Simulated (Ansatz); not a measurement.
Ideal-gas functions of CH₃BiF₂O (`C[O][Bi]([F])[F]`) at 298.15 K and 1 bar, from an Ansatz frequency run at PBE0-D4/def2-TZVP.

Molar mass 278.01 g/mol, point group Cs (symmetry number 1), electronic degeneracy 1, moments of inertia 152.953, 248.157, 259.31 u Å². Harmonic wavenumbers (cm⁻¹, unscaled): 61, 73, 127, 178, 193, 267, 533, 561, 581, 1086, 1176, 1182, 1469, 1489, 1500, 3027, 3099, 3112.

Use S(trans) = R[1.5 ln M + 2.5 ln T − 1.1517]; rotational temperatures θ = 24.2544 K / I; S(rot) = R[ln(√π/σ · √(T³/θAθBθC)) + 1.5]; for each mode x = 1.438777 ν̃/T, S = R[x/(eˣ − 1) − ln(1 − e⁻ˣ)] and H = RT x/(eˣ − 1); 1 cm⁻¹ = 0.0119627 kJ/mol; R = 8.31446 J/(mol·K).

Q: By hand: the entropy, in J/(mol·K).

A: Translation 179.0. Rotation: θ = 0.1586, 0.0977, 0.0935 K, giving 115.5. Vibration, mode by mode: 18.51, 17.03, 12.51, 9.83, 9.20, 6.76, 2.43, 2.18, 2.02, 0.28, 0.19, 0.19, 0.06, 0.05, 0.05, 0.00, 0.00, 0.00, in all 81.3. Electronic 0.0. Sum 375.8 J/(mol·K).

Q: By hand: H − E and G − E in kJ/mol, counted from the electronic energy.

A: Zero-point energy ½ × 19714 × 0.0119627 = 117.9; thermal vibration 11.9; translation, rotation and pV give 4 RT = 9.9. H − E = 139.7 kJ/mol, and G − E = 139.7 − 298.15 × 375.8/1000 = 27.7 kJ/mol.

Vibration gives 22 % of the entropy, 48.1 J/(mol·K) of it from the modes under 150 cm⁻¹: soft modes count most, and the harmonic formula is weakest for them. The sum counts one conformer and one mirror image; others add a mixing term.
